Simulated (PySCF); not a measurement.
Worked example: oscillator strength and radiative lifetime

In(H)(F)(OEt) (C₂H₆FInO), SMILES CC[O][InH][F].

Coordinates come from a B3LYP-D3(BJ)/def2-SVP optimisation. The structure was generated by enumeration; whether it is a known compound was not checked. The def2 effective core potentials stand for the cores of In; spin–orbit coupling is left out. The values are those of a single conformer.

TDDFT-B3LYP/def2-SVPD run with PySCF puts the first singlet state with f over 0.02 at 5.49 eV (vertical), with the transition dipole (0.554, -0.807, 0.497) in atomic units.

Question: Find the oscillator strength, the wavelength and the radiative lifetime that this transition would have in vacuum if emission retraced absorption.

Answer: 
|μ|² = 1.2052 au, so |μ| = 2.79 D. ΔE = 5.49/27.211 = 0.2018 hartree. f = (2/3) ΔE |μ|² = 0.162 (the program prints 0.162).
λ = 1239.84/5.49 = 226 nm; ν = 44280 cm⁻¹.
Einstein's coefficient A = 0.6670 ν² f s⁻¹ (ν in cm⁻¹) = 2.1e8 s⁻¹, so τ = 1/A = 4.7 ns. This state is S4; the lower singlets have f = 0.008, 0.003, 0.003. The figure is the radiative limit of this one transition; relaxation, internal conversion, crossing to triplets and a medium change what is measured.
